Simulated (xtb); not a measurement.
C₃H₅BF₂, SMILES C=C(C)B(F)F. All values are semi-empirical tight-binding results from xtb (GFN2-xTB unless named), good for trends rather than for accurate numbers. Geometry optimised at GFN2-xTB. The values are those of a single conformer.

```yaml
point_group_as_xtb_finds_it: Cs
orbital_gap: 4.04 eV
dipole_moment: 2.38 D
zero_point_energy: 48.9 kcal/mol
G − E(el) at 298.15 K (modified RRHO): 29.3 kcal/mol
static polarisability (D4 model): 53.2 bohr³
solvation energy, GFN2-xTB/ALPB(water): -2.0 kcal/mol
solvation energy, GFN2-xTB/ALPB(hexane): -3.9 kcal/mol
```

Q: Give the IR lines (harmonic; lines under 4 % of the strongest left out, lines within 3 cm⁻¹ merged). (The exact figures need the calculation; the answer reports its results.)

A: ν (cm⁻¹): 566 (m), 693 (w), 927 (w), 1165 (m), 1271 (vs), 1324 (vs), 1410 (w), 1480 (w), 1657 (w), 3015 (w), 3042 (w), 3089 (w), 3128 (w) (against the strongest line: vs over 80 %, s over 45 %, m over 15 %, w over 4 %, vw less)
